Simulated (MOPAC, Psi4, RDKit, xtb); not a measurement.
Relaxed torsion scan: SMILES CC(C)/C=C\C(C)C. Scanned: dihedral C1–C2–C4–C5; all other coordinates were relaxed at GFN2-xTB. Heavy atoms are numbered in the order of the SMILES CC(C)/C=C\C(C)C, hydrogens after them in the order of the atoms that carry them; the mirror image has the same energies with the sign of each dihedral reversed.

- GFN1-xTB // GFN2-xTB (xtb)
- PM7, restricted, heats of formation // GFN2-xTB (MOPAC)
- MMFF94 // GFN2-xTB (RDKit)
- PBE-D3(BJ)/def2-SVP // GFN2-xTB (Psi4)

Energies relative to the lowest point of each profile, in kJ/mol:

| φ / ° | GFN1-xTB | PM7 | MMFF94 |
|---|---|---|---|
| -150 | 0.5 | 0.0 | 2.4 |
| -120 | 0.0 | 0.3 | 0.0 |
| -90 | 0.5 | 0.0 | 2.1 |
| -60 | 6.3 | 5.1 | 12.4 |
| -30 | 15.4 | 16.8 | 22.3 |
| 0 | 15.7 | 19.6 | 18.3 |
| 30 | 12.5 | 15.6 | 15.7 |
| 60 | 7.4 | 9.2 | 11.3 |
| 90 | 11.3 | 14.2 | 14.3 |
| 120 | 15.3 | 19.4 | 17.9 |
| 150 | 15.8 | 17.3 | 22.4 |
| 180 | 6.8 | 5.4 | 13.4 |

Question: Predict the corresponding PBE-D3(BJ)/def2-SVP column.

Answer: -150: 1.7; -120: 0.0; -90: 1.5; -60: 7.6; -30: 16.7; 0: 14.2; 30: 14.5; 60: 10.6; 90: 13.9; 120: 14.0; 150: 17.0; 180: 9.1 (kJ/mol).
